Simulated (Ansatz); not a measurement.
Cost and result for the atomization energy of C$_{2}$H$_{9}$NOSi$_{2}$ (`C=C[SiH2]N[SiH2]O`) (15 atoms, 14 bonds).

| atom | x (Å) | y (Å) | z (Å) |
| --- | --- | --- | --- |
| C1 | -1.4108 | 1.7426 | -0.9477 |
| C2 | -1.2370 | 1.1536 | 0.2343 |
| Si3 | 0.4492 | 0.8517 | 0.9701 |
| N4 | 0.8152 | -0.8341 | 1.0842 |
| Si5 | 1.0443 | -1.9204 | -0.2332 |
| O6 | 0.2720 | -1.3164 | -1.5510 |
| H7 | -2.3949 | 1.9164 | -1.3751 |
| H8 | -0.5652 | 2.0829 | -1.5403 |
| H9 | -2.1229 | 0.8333 | 0.7829 |
| H10 | 1.4237 | 1.5544 | 0.0934 |
| H11 | 0.5044 | 1.4003 | 2.3518 |
| H12 | 0.8204 | -1.2299 | 2.0122 |
| H13 | 2.4544 | -2.0549 | -0.6718 |
| H14 | 0.5411 | -3.2543 | 0.1984 |
| H15 | -0.5939 | -0.9253 | -1.4081 |

Charge 0, multiplicity 1. All single points use the PBE0-D4/def2-TZVP geometry. It is one conformer, not always the lowest. Program: Ansatz. All runs use 2 threads of an AMD EPYC 7R13 on a shared host and a share of an NVIDIA H100 80 GB. Times are those of one run each, without the atoms' runs, and a repeat can differ threefold. Electronic energies, without spin–orbit coupling; frozen cores. CCSD(T)/CBS adds CCSD(T) − MP2 in def2-TZVPP to the MP2 limit, and its time is that of the two runs behind it. T1 = 0.011. B3LYP takes the VWN-RPA correlation (the form of Gaussian; ORCA's B3LYP/G).

CCSD(T)/CBS is a level of theory with its own doubt, some kJ/mol a heavy atom from the limit and from the frozen cores, so smaller differences don't rank the functionals.

```json
{"level": "PBE0-D4/def2-TZVPP", "functions": "334", "wall time": "4.2 s"}
{"level": "B3LYP-D4/def2-TZVPP (with forces)", "functions": "334", "wall time": "4.9 s"}
{"level": "r2SCAN-D4/def2-TZVPP (with forces)", "functions": "334", "wall time": "7.5 s"}
{"level": "ωB97X-V/def2-TZVPP", "functions": "334", "wall time": "8 s"}
{"level": "PBE-D4/def2-TZVPP (with forces)", "functions": "334", "wall time": "8 s"}
{"level": "ωB97M-V/def2-TZVPP (with forces)", "functions": "334", "wall time": "9 s"}
{"level": "MP2/def2-QZVPP", "functions": "638", "wall time": "10 s"}
{"level": "CCSD(T)/def2-TZVPP", "functions": "334", "wall time": "15 s"}
{"level": "B2PLYP/def2-TZVPP", "functions": "334", "wall time": "16 s"}
{"level": "CCSD(T)/CBS(def2)", "functions": "–", "wall time": "25 s"}
```

Q: What atomization energy does each give, and how far from CCSD(T)/CBS? (Best estimate.)

A: The calculation gave: 
```csv
level,atomization (kcal/mol),difference from CCSD(T)/CBS,per bond
PBE0-D4/def2-TZVPP,1327.8,-10.2,-0.7
B3LYP-D4/def2-TZVPP (with forces),1336.1,-1.9,-0.1
r2SCAN-D4/def2-TZVPP (with forces),1333.0,-5.0,-0.4
ωB97X-V/def2-TZVPP,1340.1,2.1,0.1
PBE-D4/def2-TZVPP (with forces),1346.6,8.6,0.6
ωB97M-V/def2-TZVPP (with forces),1339.7,1.7,0.1
MP2/def2-QZVPP,1339.0,1.0,0.1
CCSD(T)/def2-TZVPP,1300.3,-37.7,-2.7
B2PLYP/def2-TZVPP,1320.5,-17.5,-1.3
CCSD(T)/CBS(def2),1338.0,0.0,0.0
```

In def2-TZVPP, CCSD(T) changes the Hartree–Fock value by +323.1 kcal/mol (the triples alone add +18.0 kcal/mol) and MP2 by +339.2 kcal/mol; breaking electron pairs costs correlation energy, which Hartree–Fock lacks. The D4 term adds +14.3 kcal/mol with B3LYP and +7.6 kcal/mol with PBE0; it sums over pairs of atoms, weighted by their polarisabilities, and B3LYP, whose exchange is more repulsive, gets the larger term. From PBE to PBE0 (25 % exact exchange), in def2-TZVPP and without D4, the atomization energy moves by −17.5 kcal/mol: exact exchange takes away binding that semilocal exchange gives to molecules.
